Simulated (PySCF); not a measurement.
Isomers C$_{5}$H$_{5}$FO$_{2}$:

A. `C1=C[C@@H](OC=O)[C@H]1F`
B. SMILES O=COC1=CC[C@H]1F
C. `COc1coc(F)c1`
D. `C=C(F)/C=C\C(=O)O`

Spectrum 1. ¹³C{¹H} NMR (computed): δ 165.6 (C, d, J = 351.1 Hz), 157.2 (C, d, J = 2.6 Hz), 119.5 (CH, d, J = 2.3 Hz), 79.5 (CH, d, J = 12.2 Hz), 58.6 (CH3).

Spectrum 2. ¹³C{¹H} NMR (computed): δ 164.8 (CH), 152.9 (CH), 151.5 (CH), 93.8 (CH), 76.7 (CH).

Spectrum 3. ¹³C{¹H} NMR (computed): δ 162.7 (CH), 152.7 (C, d, J = 18.6 Hz), 129.1 (CH, d, J = 13.3 Hz), 93.0 (CH, d, J = 271.8 Hz), 35.7 (CH2, d, J = 20.6 Hz).

Spectrum 4. ¹³C{¹H} NMR (computed): δ 172.4 (C), 171.9 (C), 135.8 (CH), 130.4 (CH), 106.2 (CH2).

Level of theory: B3LYP/pcJ-1 coupling constants (spin–dipole term left out of most H,H and C,H couplings), shielding tensors at PBE0/pcSseg-1 (GIAO), GFN2-xTB geometry, in PySCF 2.14.0 with density-fitted response routines (isolated molecule, relativity neglected, equivalent nuclei averaged, one conformer).

References, each an isolated molecule treated in the same way: ¹³C (σref 186.93) vs TMS. Splittings of carbon signals by F and P are missing where no couplings were computed. One-bond C–F couplings are unscaled and too large by tens of Hz. Acid and N–H amide carbonyl carbons lie up to 10 ppm further downfield in solution (hydrogen bonding). Shifts are as computed. Against solution values, carbons near 30 ppm lie about +3 ppm off and those near 130 ppm about +5 ppm. Of 1211 compounds with measured shifts, 218 miss one by over three times the rms of a fit or turn the order of signals round; such compounds aren't used in these exercises.

Problem. Match each spectrum to its structure.

Solution. 1–C, 2–A, 3–B, 4–D.

- Spectrum 1 (C): 5 ¹³C signals; δC 165.6 is an aromatic carbon bearing fluorine; δC 157.2 is an aromatic carbon bearing oxygen.
- Spectrum 2 (A): 5 ¹³C signals; δC 164.8 is an ester carbonyl carbon; δC 152.9 is an alkene CH.
- Spectrum 3 (B): 5 ¹³C signals; δC 162.7 is an ester carbonyl carbon; δC 152.7 is an alkene carbon bearing oxygen.
- Spectrum 4 (D): 5 ¹³C signals; δC 171.9 is a carboxylic acid carbon; δC 135.8 is a β carbon of a C=C–C=O unit.
